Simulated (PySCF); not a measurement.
Sc(OH)3 (H3O3Sc), SMILES [OH][Sc]([OH])[OH]. Geometry: PBE-D3(BJ)/def2-SVP. Other conformers were not sampled.

### Question
Give the equilibrium geometry at PBE-D3(BJ)/def2-SVP (PySCF confirms it by a frequency run) as a Z-matrix, and its point group. (Estimate from the structure and the level; the computed values follow.)

### Answer
One answer among several that fit: point group C3h.
```
Sc
O 1 1.8826
H 2 0.9693 1 143.04
O 1 1.8826 2 120.00 3 0.00
H 4 0.9693 1 143.04 2 180.00
O 1 1.8826 2 120.00 3 180.00
H 6 0.9693 1 143.04 2 0.00
```
